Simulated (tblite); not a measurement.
Compound: C₅H₃N₂S (doublet state).
Bonds: C1–N2, N2–C3, C3–S4 (double), C3–C5, C5–C6 (triple), C6–C7, C7–N8 (triple). Hydrogens: H9, H10, H11 on C1.

Computed geometry: GFN2-xTB, gas phase. This method treats the open shell by occupation alone, without spin polarisation.

Some entries are withheld. Bonds in one row agree within 0.01 Å.

```tsv
coordinate	value
C1–N2	?
N2–C3	1.269 Å
C3=S4	1.747 Å
C3–C5	1.406 Å
C5≡C6	?
C6–C7	?
C7≡N8	1.149 Å
C1–H9, C1–H10, C1–H11	1.093 Å
C1–N2–C3	126.4°
N2–C3–S4	?
N2–C3–C5	121.4°
S4–C3–C5	?
C3–C5–C6	173.8°
C5–C6–C7	?
C6–C7–N8	179.7°
```

Task: Estimate the withheld lengths and angles.

Result: 
- C1–N2 = 1.416 Å, drawn single (ends: carbon bonded to N and 3 H; nitrogen bonded to 2 C); 0.05 Å below the sum of covalent radii, 1.47 Å.
- C5≡C6 = 1.213 Å, drawn triple (both ends carbon bonded to 2 C); 0.17 Å below the sum of covalent radii, 1.38 Å.
- C6–C7 = 1.360 Å, drawn single (ends: carbon bonded to 2 C; carbon bonded to C and N); 0.02 Å below the sum of covalent radii, 1.38 Å.
- N2–C3–S4 = 124.3°, at the carbon bonded to C, N and S; the outer atoms are 2.676 Å apart.
- S4–C3–C5 = 114.3°, at the carbon bonded to C, N and S; the outer atoms are 2.655 Å apart.
- C5–C6–C7 = 177.8°, at the carbon bonded to 2 C; the outer atoms are 2.572 Å apart.

Radii are Cordero's, carbon taken as 0.76, 0.73 or 0.69 Å for four, three, and two or fewer neighbours.

Its lowest GFN2-xTB frequency is 8i cm⁻¹, too small to tell a flat minimum from a shallow saddle. Torsions: C1–N2–C3–S4 -1°.

Time: 0.47 s of wall time. Hardware: one thread, Arm Neoverse V1 (aarch64), no GPU, shared host with 32 logical CPUs at a one-minute load of 30. That covers the optimisation of the geometry.

One conformer stands for the species.
